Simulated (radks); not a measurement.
Results of a calculation; reference values are marked as such.
Polarisability of the dysprosium ion Dy+, [Xe] 4f10 6s1, at imaginary frequency. Code: a radial shooting solver on a logarithmic mesh with Libxc functionals. Model: scalar-relativistic Kohn-Sham, LDA (Slater exchange, Perdew-Wang correlation), spin-polarised, spherical densities, finite nucleus; open shells are filled with parallel spins first (spin-orbit coupling, left out, can overturn this in heavy ions); Fermi nuclear charge, rms radius 5.2218 fm. Response by self-consistent Sternheimer equations with the Hartree and adiabatic LDA kernel, the relativistic mass of each level held fixed and spin-orbit coupling left out.

w (hartree)  alpha1(iw) (bohr^3)
0.00266                    63.14
0.0143                     62.57
0.0360                     59.59
0.0697                     51.78
0.118                      39.43
0.186                      26.77
0.280                      17.36
0.413                      11.47
0.605                      7.874
0.892                      5.439
1.35                       3.564
2.12                       2.086
3.59                       1.036
6.94                      0.4016
17.5                     0.09401

Static values: alpha1 = 63.16 bohr^3 (9.359 angstrom^3; uncoupled 101.0). C6 = 513.1, triple-dipole C9 = 22170 atomic units. One-pole (London) frequency 4 C6 / (3 alpha1^2) = 0.172 hartree, against 0.299 for minus the highest occupied eigenvalue.
